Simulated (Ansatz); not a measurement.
`CC1B[SiH2]O1` + `[NH]=[V]([NH2])([NH2])[NH2]` → `C[N]=[V]([NH2])([NH2])[NH2]` + `B1CO[SiH2]1`  (substitution at a C–C bond)

Gas-phase electronic energies from Ansatz, PBE0-D4/def2-TZVP geometries. CCSD(T)/CBS adds triple-zeta CCSD(T) − MP2 to the extrapolated MP2 energy (def2 sets, frozen cores). DFT in def2-TZVPP. HSE06 is defined as in plane-wave codes. For V outer-core shells are correlated without core-valence functions, which leaves a few kJ/mol of doubt a bond. Scalar relativity is left out up to krypton. One conformer a species, not always the lowest.

```
     level  ΔE (kJ/mol)
 revPBE-D4         10.5
   BLYP-D4          9.4
    B97M-V         13.9
r2SCAN0-D4         13.5
  HSE06-D4         10.2
   ωB97M-V         17.7
    revPBE          5.1
      PBE0          9.4
```

(1) What does CCSD(T)/CBS give? (An estimate is asked.)

Largest T1 diagnostic among the species: 0.032, so the coupled-cluster value is less sure than usual.

Answers

(1) Computed: +14.3 kJ/mol. The listed levels differ from it by -3.8, -4.9, -0.4, -0.8, -4.1, 3.4, -9.2, -4.9 kJ/mol.

Leaving LDA and LC-ωPBE aside and taking each functional with its dispersion term where it has one, the values, not all of them listed here, spread over 14.0 kJ/mol, from B2PLYP to ωB97M-V. From BLYP to BHLYP (50 % exact exchange), in def2-TZVPP and without D4, ΔE moves by +6.5 kJ/mol. At CCSD(T), def2-SVP lies −6.2 kJ/mol from the extrapolated value and def2-TZVPP +0.2 kJ/mol.
